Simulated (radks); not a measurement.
Problem. Radial electron density D(r) = 4 pi r^2 rho(r) of an atom or ion with 32 electrons. Calculated with a radial shooting solver on a logarithmic mesh with Libxc functionals: scalar-relativistic Kohn-Sham, Slater X-alpha with alpha = 0.681, spin-polarised, spherical densities, point nucleus.

```
   r/bohr * D(r) (the largest magnitude, 51.3, reaches the edge; | marks zero)
 0.002775 |  *
 0.003179 |   *
 0.003613 |    *
  0.00414 |     *
 0.004705 |      *
  0.00539 |        *
 0.006127 |          *
 0.007019 |            *
 0.007978 |               *
  0.00914 |                  *
  0.01039 |                      *
   0.0119 |                         *
  0.01353 |                             *
   0.0155 |                                 *
  0.01761 |                                     *
  0.02018 |                                         *
  0.02293 |                                           *
  0.02607 |                                             *
  0.02986 |                                              *
  0.03394 |                                             *
  0.03889 |                                           *
   0.0442 |                                         *
  0.05063 |                                       *
  0.05755 |                                     *
  0.06593 |                                     *
  0.07494 |                                       *
  0.08585 |                                           *
  0.09758 |                                               *
   0.1118 |                                                   *
   0.1271 |                                                      *
   0.1456 |                                                      *
   0.1654 |                                                  *
   0.1895 |                                            *
   0.2154 |                                     *
   0.2468 |                               *
   0.2805 |                             *
   0.3214 |                              *
   0.3653 |                                 *
   0.4151 |                                    *
   0.4756 |                                    *
   0.5406 |                                 *
   0.6193 |                           *
   0.7039 |                    *
   0.8064 |              *
   0.9166 |         *
     1.05 |      *
    1.193 |    *
    1.367 |   *
    1.554 |   *
     1.78 |  *
    2.024 | *
    2.318 |*
    2.635 |*
    3.019 *
    3.431 *
    3.931 *
    4.468 *
    5.119 *
    5.818 *
```

What is the nuclear charge?

Solution. Z = 35. The innermost maximum, from 1s, lies near gamma/Z bohr with gamma = sqrt(1 - (Z/c)^2) = 0.967, here 0.0276 bohr (found: 0.0301), and its height grows with Z. The density is that of the bromine ion Br3+ in [Ar] 3d10 4s2 4p2; the configuration itself is not fixed sharply by these data, and Z only to about a unit. D(r) has 3 maxima, at r = 0.0301, 0.134, 0.450 bohr, and minima at 0.0623, 0.285 bohr, inside which lie 2.07, 11.01 electrons.
